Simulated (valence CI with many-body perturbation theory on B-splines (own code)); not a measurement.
Results of a calculation; reference values are marked as such.
**A CI+MBPT run for Tl47+**

Method: relativistic CI+MBPT: six valence electrons over a frozen Dirac-Fock core [Ar] 3d10, a basis of 9 s, 9 p, 8 d, 6 f, 3 g, 1 h functions for each j, with the one-electron correlation potential Σ1 (screened to all orders), the two-electron term Σ2, the three-electron term Σ3, Breit, model QED; selected single and double excitations, second order for the rest, scaled by the run's own slope (own B-spline code, finite nucleus).

Command, and the settings that its task file holds:

```sh
python run_cv.py task.json out
```

```
atom Tl  Z=81  mass_number=205  rms_radius_fm=5.4759
core [Ar] 3d10
valence 4s2 4p4
avg = 1
basis = M
breit = 1
cap = 60000
capref = 1200
cscale = 1
de = 0.0
dress = 0
eps = 2e-08
extrap = 1
h = 0.27
hh = 1
l2 = 3
lcore = 6
maxit = 60
n2 = 5
natural = 1
nlev = 35
nno = [5, 5, 5, 4, 2, 1]
nroot = 26
nsp = [4, 4, 3, 2, 1, 0]
pt2 = 1
qed = 1
rpa = 1
s1 = 1
s2 = 1
s3 = 1
screen = 1
tol = 2e-05
whole = 1
```

Question: Roughly how long does this run take on one core of Intel(R) Xeon(R) Processor @ 2.30GHz, and how much memory?

Answer: 14 min on 1 thread of Intel(R) Xeon(R) Processor @ 2.30GHz, on a shared host, peak memory 1.9 GiB.

Log. The first blocks belong to the next ion, which gives the ionisation energy. Fields: 2J, parity (1 odd), roots, reference size, generating configurations, candidates as configurations/state functions, variational space P, stored matrix elements, Davidson steps; e2 is the range of second-order energies in hartree. The first line gives the box (bohr), its intervals, the orbitals and the steps of their self-consistent field. Window is the range of levels sought, series limit the energy at which the first omitted orbital would enter, core excitation an estimate of the first excitation out of the core, left out the lowest levels not solved, and shifts from estimates the range by which levels moved from their first estimate, all in cm⁻¹.

```
rmax 3.1 intervals 57 orbitals 63 references ['4s2 4p4', '4s 4p5', '4s2 4p3 4d', '4p6', '4s 4p4 4d'] scf 4 t 0.8
2J=3 par=1 roots 2 ref 39 generators 5 cand 14297/122448 P 1632/5998 nnz 5e+06 it 5
2J=3 par=1 roots 2 ref 39 generators 14 cand 26626/260957 P 4058/18554 nnz 3.6e+07 it 6
   second order: generators 34 cand 50449/609624 e2 -0.00016 -0.00013
reference levels 533, estimated 109, window 3087503 1/cm; series limit 13344150, core excitation 16153401
2J=4 par=0 roots 5 ref 56 generators 20 cand 55251/1254578 P 2281/11996 nnz 9.3e+06 it 5
2J=4 par=0 roots 5 ref 56 generators 39 cand 84937/2448699 P 7992/59994 nnz 1.7e+08 it 8
   second order: generators 74 cand 120084/4526326 e2 -0.00261 -0.00050
2J=0 par=0 roots 4 ref 20 generators 18 cand 45645/231124 P 5437/11996 nnz 6.2e+06 it 5
2J=0 par=0 roots 4 ref 20 generators 31 cand 70076/470894 P 12871/38964 nnz 5.1e+07 it 7
   second order: generators 57 cand 90654/770001 e2 -0.00048 -0.00007
2J=2 par=0 roots 2 ref 37 generators 11 cand 33021/447529 P 2371/11999 nnz 1.1e+07 it 6
2J=2 par=0 roots 2 ref 37 generators 23 cand 70350/1405343 P 7328/53626 nnz 1.7e+08 it 7
   second order: generators 40 cand 90952/2138873 e2 -0.00072 -0.00025
2J=4 par=1 roots 10 ref 62 generators 21 cand 53429/1363609 P 1641/11991 nnz 1.3e+07 it 8
2J=4 par=1 roots 10 ref 62 generators 41 cand 81037/2478015 P 6055/55198 nnz 1.8e+08 it 9
   second order: generators 72 cand 104747/4018511 e2 -0.00291 -0.00173
2J=0 par=1 roots 4 ref 18 generators 13 cand 41307/284077 P 4275/11999 nnz 9e+06 it 5
2J=0 par=1 roots 4 ref 18 generators 29 cand 66691/506879 P 11262/40056 nnz 7.9e+07 it 6
   second order: generators 49 cand 83662/796979 e2 -0.00025 -0.00015
2J=2 par=1 roots 9 ref 47 generators 21 cand 52291/898946 P 2241/12000 nnz 1.1e+07 it 8
2J=2 par=1 roots 9 ref 47 generators 41 cand 82834/1742884 P 8529/59103 nnz 1.9e+08 it 9
   second order: generators 70 cand 99405/2572309 e2 -0.00146 -0.00069
2J=6 par=1 roots 8 ref 65 generators 18 cand 49429/1350614 P 1651/11995 nnz 1.3e+07 it 9
2J=6 par=1 roots 8 ref 65 generators 38 cand 79291/2780588 P 5782/54767 nnz 1.9e+08 it 10
   second order: generators 64 cand 102297/4385206 e2 -0.00278 -0.00231
2J=8 par=1 roots 5 ref 56 generators 10 cand 34753/929296 P 1579/11997 nnz 1.4e+07 it 6
2J=8 par=1 roots 5 ref 56 generators 31 cand 74025/2541278 P 5400/52640 nnz 1.9e+08 it 8
   second order: generators 53 cand 91476/4083369 e2 -0.00296 -0.00152
2J=10 par=1 roots 1 ref 39 generators 3 cand 18627/437107 P 1521/11994 nnz 1.8e+07 it 5
2J=10 par=1 roots 1 ref 39 generators 15 cand 53832/1632327 P 4006/44011 nnz 2e+08 it 6
   second order: generators 26 cand 70270/2571334 e2 -0.00060 -0.00060
2J=6 par=0 roots 2 ref 45 generators 10 cand 41311/1068558 P 1586/11999 nnz 1.2e+07 it 5
2J=6 par=0 roots 2 ref 45 generators 25 cand 70304/2327832 P 5611/55843 nnz 2e+08 it 9
   second order: generators 46 cand 107436/4865330 e2 -0.00188 -0.00158
2J=8 par=0 roots 2 ref 35 generators 9 cand 37932/716795 P 1952/12000 nnz 1.1e+07 it 5
2J=8 par=0 roots 2 ref 35 generators 30 cand 78349/2919370 P 6895/59965 nnz 2e+08 it 10
   second order: generators 52 cand 105688/5272791 e2 -0.00264 -0.00149
left out: unestimated 4476705, estimated 3430080, shifts from estimates -362 to 51
operators 2.2
```

The Davidson iterations converged.

No measured spectrum was set against this ion. As an estimate, large intervals hold to a few tenths of a per cent, small ones and those within an open d or f shell to about a per cent. Among the levels kept, up to 650 cm⁻¹ of a level comes from second order outside the variational space, and about a tenth of that is noise between levels of different J, which matters for small intervals.

```
Valence energy                            : -634.3412 hartree
Ionisation energy                         : 2576.1 eV (NIST: 2574 ± 4 eV (theoretical))
Reference configurations for the orbitals : 4s2 4p4, 4s 4p5, 4s2 4p3 4d, 4p6, 4s 4p4 4d
Radial orbitals                           : 63
Box radius                                : 3.111 bohr
Largest variational space                 : 59994
Lowest levels                             : (4s^2 4p1/2^2 4p3/2^2) J=2 0.00, (4s^2 4p1/2^2 4p3/2^2) J=0 10.13, (4s^2 4p1/2 4p3/2^3) J=1 150.98, (4s^2 4p1/2 4p3/2^3) J=2 156.02, (4s^2 4p1/2^2 4p3/2 4d3/2) J=2 178.63, (4s^2 4p1/2^2 4p3/2 4d3/2) J=0 182.02, (4s^2 4p1/2^2 4p3/2 4d3/2) J=1 182.44, (4s^2 4p1/2^2 4p3/2 4d3/2) J=3 183.16, (4s^2 4p1/2^2 4p3/2 4d5/2) J=4 212.88, (4s^2 4p1/2^2 4p3/2 4d5/2) J=2 215.88, (4s^2 4p1/2^2 4p3/2 4d5/2) J=3 228.68, (4s^2 4p1/2^2 4p3/2 4d5/2) J=1 232.93, (4s 4p1/2^2 4p3/2^3) J=2 273.29, (4s 4p1/2^2 4p3/2^3) J=1 287.01 eV
```

Levels are named by their leading jj configuration (3d3/2^4 stands for four electrons in 3d with j = 3/2), which in mixed levels can hold well under half, so a name can repeat and another be missing.
